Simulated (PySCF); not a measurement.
**A small calculation by hand: chemical shift, span and skew from a shielding tensor**

C₂H₇FOSi, SMILES C[Si@@H](CO)F. Atoms are numbered in the order given.

```xyz
12

C      1.7975    -1.0675    -0.4385
Si     0.4994     0.2308    -0.1142
F      0.6295     0.6937     1.4461
C     -1.2225    -0.4781    -0.3910
O     -2.1708     0.5574    -0.3198
H      1.8005    -1.3660    -1.4988
H      2.8001    -0.6858    -0.1923
H      1.6192    -1.9673     0.1709
H      0.7009     1.4473    -0.9494
H     -1.3884    -1.2706     0.3693
H     -1.2222    -0.9951    -1.3756
H     -3.0504     0.1773    -0.4050
```
Charge 0, spin multiplicity 1.

Coordinates come from a PBE0-D3(BJ)/def2-SVP optimisation. The structure was generated by enumeration; whether it is a known compound was not checked. The values are those of a single conformer.

GIAO shieldings from PBE0/pcSseg-1 run with PySCF, non-relativistic, no solvent. The symmetric part of the tensor of F3 has the principal values 364.3, 378.5, 392.7 ppm. The same nucleus in CFCl3 has σ = 167.2 ppm at this level (PySCF, at its B3LYP-D3(BJ)/def2-TZVP geometry).

Task: Work out the isotropic shielding, the ¹⁹F shift against CFCl3, the span and the skew.

Result: 
σ(iso) = (σ11 + σ22 + σ33)/3 = 378.5 ppm. δ = σ(ref) − σ(iso) = 167.2 − (378.5) = -211.3 ppm.
Span Ω = σ33 − σ11 = 28.4 ppm. Skew κ = 3(σ(iso) − σ22)/Ω = 0.00. Tumbling in solution averages the tensor to δ; in a static solid the shielding alone would spread this spin-1/2 line over Ω.
